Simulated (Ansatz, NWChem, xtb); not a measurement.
**Redistribution: CH3Cl + CHBrClF → CH3F + CHBrCl2**

Gas-phase species: CH3Cl (chloromethane) `CCl`, singlet; CHBrClF `FC(Cl)Br`, singlet; CH3F (fluoromethane) `CF`, singlet; CHBrCl2 (bromodichloromethane) `ClC(Cl)Br`, singlet. The partners trade Cl for F; both sit on C, so the bond types are kept.

Shapes, held fixed at every level: PBE0-D4/def2-TZVP. Programs: Ansatz 0.2.0, NWChem 7.3.0, xtb 6.7.1. The zero-point and thermal change to 298 K, harmonic and unscaled (PBE0-D4/def2-TZVP), is +0.2 kJ/mol.

**The experiment to reproduce.** Tabulated heats of formation (Active Thermochemical Tables): CH3Cl -82.6; CHBrClF -231.8; CH3F -236.6; CHBrCl2 -51.5 kJ/mol, which give ΔH(298 K) = +26.3 kJ/mol.

```tsv
level	kind	ΔH (kJ/mol)	computed − measured
GFN1-xTB	semi-empirical	+14.5	-11.8
B3LYP/6-31G* (Cartesian functions)	global hybrid	+47.5	+21.1
BHLYP-D4/def2-TZVPP	global hybrid	+30.0	+3.7
r2SCAN0-D4/def2-TZVPP	global hybrid	+35.2	+8.9
wB97M-V/def2-TZVPP	range-separated hybrid	+32.4	+6.1
B2PLYP/def2-TZVPP	double hybrid	+30.5	+4.2
CCSD(T)/def2-SVP	coupled cluster or CI	+29.6	+3.3
CCSD(T)/def2-TZVPP	coupled cluster or CI	+28.9	+2.5
```

Nearest: CCSD(T)/def2-TZVPP (+2.5); farthest: B3LYP/6-31G* (Cartesian functions) (+21.1). 6 of 8 levels lie within 10 kJ/mol. Relativity is left out for Br. Outer-core shells of Br are correlated, in sets that cover them unevenly.
